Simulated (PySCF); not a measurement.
**Radial density of Rb⁺ (rubidium, charge +1)**

BP86, [Kr], closed-shell 1S. Computed with PySCF 2.14 in def2-TZVP with the def2 core potential (28 electrons) (6s4p3d, 33 functions), with a scalar-relativistic core potential. This is the valence pseudo-density: the core potential removes the inner electrons and smooths the orbitals near the nucleus.

| r (bohr) | 4πr²ρ (e/bohr) |
| --- | --- |
| 0.0348 | 1.189e-05 |
| 0.0586 | 3.722e-05 |
| 0.0985 | 0.0001351 |
| 0.166 | 0.0006531 |
| 0.279 | 0.005126 |
| 0.469 | 0.08763 |
| 0.788 | 1.722 |
| 1.33 | 6.078 |
| 2.23 | 2.444 |
| 3.75 | 0.1261 |
| 6.31 | 0.0003812 |

Energies and moments cover only the electrons outside the core potential.
